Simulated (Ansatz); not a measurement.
`CS[SiH]` + `C[O][In]([NH2])[SH]` → `C[Si]SC` + `[NH2][In]([OH])[SH]`  (redistribution)

Program: Ansatz. Geometries: PBE0-D4/def2-TZVP. ΔE: electronic, gas phase. CBS: MP2 limit from def2 TZ/QZ plus the TZ coupled-cluster correction, frozen cores. This one scheme is used for every species. def2 core potentials past Kr. For In outer-core shells are correlated without core-valence functions, which leaves a few kJ/mol of doubt a bond. One conformer a species, not always the lowest.

| species | MP2/def2-TZVPP energy (Eh) |
| --- | --- |
| `CS[SiH]` | -727.13431 |
| `C[O][In]([NH2])[SH]` | -758.63904 |
| `C[Si]SC` | -766.37212 |
| `[NH2][In]([OH])[SH]` | -719.44128 |

**Question.** Work out ΔE.

**Answer.** ΔE = (-766.37212) + (-719.44128) − (-727.13431) − (-758.63904) = -0.04005 Eh = -105.2 kJ/mol. CCSD(T)/CBS gives -100.3 kJ/mol.

Largest T1 diagnostic among the species: 0.016.

In def2-TZVPP, CCSD(T) changes the Hartree–Fock value by −9.5 kJ/mol (the triples alone add −0.8 kJ/mol) and MP2 by −18.9 kJ/mol.
